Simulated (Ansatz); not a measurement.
Bond stretch in GaH (anion, charge -1), lowest doublet found (which spin is the ground state isn't settled by this scan).

Levels of theory: UKS-B3LYP = unrestricted B3LYP/aug-cc-pVTZ (Ansatz, an electronic-structure program); ROCCSD(T) = CCSD(T) on ROHF/aug-cc-pVTZ, cores with 3d frozen (Ansatz); UKS-PBE = unrestricted PBE/aug-cc-pVTZ in Ansatz; UCCSD(T) = CCSD(T) on UHF/aug-cc-pVTZ, cores with 3d frozen run with Ansatz; ROCCSDT(Q) = CCSDT(Q)/B on ROHF/aug-cc-pVTZ, cores with 3d frozen in Ansatz; FCI = full CI/aug-cc-pVTZ, cores with 3d frozen run with Ansatz.

Cost and agreement with FCI over the 22 points of the scan, with FCI as yardstick. Costs are rough ratios of core time within Ansatz on shared cores, each with its mean field (Kohn-Sham runs search longer for lower solutions than correlated ones do); the miss is the largest difference from FCI of the curve after the mean shift, in kcal/mol.

Task: Which is the cheapest of these levels that stays within 0.50 kcal/mol of FCI?

Result: ROCCSD(T).

```json
[
 {"level": "UKS-B3LYP", "relative cost": "1", "largest difference": "4.3"},
 {"level": "ROCCSD(T)", "relative cost": "1", "largest difference": "0.2"},
 {"level": "UKS-PBE", "relative cost": "1", "largest difference": "4.7"},
 {"level": "UCCSD(T)", "relative cost": "2", "largest difference": "0.8"},
 {"level": "ROCCSDT(Q)", "relative cost": "7", "largest difference": "0.0"}
]
```

Costs within a factor of two of each other count as equal.

The unrestricted determinant behind UKS-B3LYP, UKS-PBE is spin-contaminated at 3.86 to 5.17 Å (<S²> up to 1.1, against 0.75 for a pure doublet). Where the anion isn't bound against loss of the electron, the finite basis alone holds it. The T1 diagnostic of CCSD on the restricted reference of ROCCSD(T), ROCCSDT(Q) exceeds 0.045 at 3.86 to 5.17 Å. The unrestricted determinant behind UCCSD(T) is spin-contaminated at 1.09 to 1.41, 3.00 to 5.17 Å (<S²> up to 1.7, against 0.75 for a pure doublet). Also computed but left out beside FCI, since their determinant holds another spin at the minimum (<S²> over 0.7 above the pure value): UHF/STO-3G.
